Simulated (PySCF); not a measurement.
Precursor series Hf Cl-OH. Isolated molecules, 0 K electronic values unless said otherwise. One relaxed conformer stands for each flexible species; it need not be the lowest.

The LUMO from two functionals at the same geometries (BP86-D3(BJ)/def2-SVP), both in PySCF: PBE-D3(BJ)/def2-TZVP and B3LYP-D3(BJ)/def2-TZVP. B3LYP has the VWN-RPA correlation part, as in Gaussian. 

```csv
species,PBE-D3(BJ)/def2-TZVP (eV)
0 of 4 Cl replaced by OH,-3.06
1 of 4 Cl replaced by OH ([Hf(Cl)3(OH)]),-2.36
2 of 4 Cl replaced by OH ([Hf(Cl)2(OH)2]),-1.67
3 of 4 Cl replaced by OH,-0.86
4 of 4 Cl replaced by OH ([Hf(OH)4]),-0.62
```

Q: What does B3LYP-D3(BJ)/def2-TZVP give for each?

A: 
- 0 of 4 Cl replaced by OH: -2.45
- 1 of 4 Cl replaced by OH ([Hf(Cl)3(OH)]): -1.75
- 2 of 4 Cl replaced by OH ([Hf(Cl)2(OH)2]): -1.06
- 3 of 4 Cl replaced by OH: -0.46
- 4 of 4 Cl replaced by OH ([Hf(OH)4]): -0.23
Over these rows, drawn at random from the members with no instability flagged (it was tested for open shells, ions and some series alone), PBE minus B3LYP-D3(BJ): mean -0.52 eV, from -0.61 eV to -0.39 eV.
